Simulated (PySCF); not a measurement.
Al (aluminium, neutral) across methods

[Ne] 3s1 3p1 4s1, high-spin 4P determinant (an excited configuration). All numbers are calculated (PySCF 2.14, the non-relativistic Hamiltonian (point nucleus), in aug-cc-pV(Q+d)Z with one added diffuse shell each of s, p, d, f, g type (8s7p6d4f3g, 114 functions)).

| method | E (hartree) | mean ε 3s α (eV) | mean ε 3p α (eV) | mean ε 4s α (eV) | Σ⟨r²⟩ (bohr²) | ⟨S²⟩ |
| --- | --- | --- | --- | --- | --- | --- |
| M06-2X | -242.0642 | -14.246 | -7.904 | -2.568 | 72.95 | 3.750 |
| UHF | -241.64731 | -16.784 | -10.238 | -2.794 | 84.50 | 3.750 |
| r2SCAN0 | -242.0653 | -13.568 | -7.631 | -2.104 | 77.96 | 3.750 |
| r2SCAN | -242.0685 | -12.409 | -6.764 | -1.815 | 77.77 | 3.750 |
| PBE0 | -241.9826 | -13.349 | -7.501 | -2.151 | 77.78 | 3.750 |
| LDA | -241.0395 | -12.158 | -6.395 | -1.878 | 75.12 | 3.750 |

Estimate the same row for PBE.

E (hartree) = -241.9591; mean ε 3s α (eV) = -12.073; mean ε 3p α (eV) = -6.497; mean ε 4s α (eV) = -1.849; Σ⟨r²⟩ (bohr²) = 76.59; ⟨S²⟩ = 3.750.

The outer electron is Rydberg-like, and this basis confines it to a smaller radius and binds it less than a complete one would.
